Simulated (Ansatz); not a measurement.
Ansatz results at the PBE0-D4/def2-TZVP geometry: size of the dipole moment (ωB97M-V/def2-TZVPP) 0.91 D; HOMO energy (B3LYP/def2-TZVPP) -6.45 eV; HOMO energy (PBE0/def2-TZVPP) -6.66 eV.

Each molecule was computed in one conformer, which needn't be the lowest.

Which molecule gave them?
A. `O[SiH2][SiH]([SiH3])Cl`
B. `BOC[SiH2]Br`
C. `NCSCO`
D. `CC(=N)O`

C. The others give `O[SiH2][SiH]([SiH3])Cl`: 0.94, -7.49, -7.68; `BOC[SiH2]Br`: 2.25, -8.13, -8.36; `CC(=N)O`: 1.59, -7.68, -7.91.

B3LYP here is the variant with VWN-RPA as its local correlation; programs differ in this.
